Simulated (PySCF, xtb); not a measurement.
In(F)(Br)(NH2) (BrFH₂InN), SMILES [NH2][In]([F])[Br].

GFN2-xTB (xtb) at its own geometry gives an orbital gap of 2.64 eV and a dipole moment of 4.47 D.

The structure is a stationary point at PBE0-D3(BJ)/def2-SVP. The structure was generated by enumeration; whether it is a known compound was not checked. The def2 effective core potentials stand for the cores of In; spin–orbit coupling is left out. The values are those of a single conformer.

Problem. What does PySCF with PBE/def2-TZVP give? (Estimate from the structure and the level; the computed values follow.)

Solution. gap 3.58 eV (levels -6.76 and -3.18 eV), dipole 3.19 D.
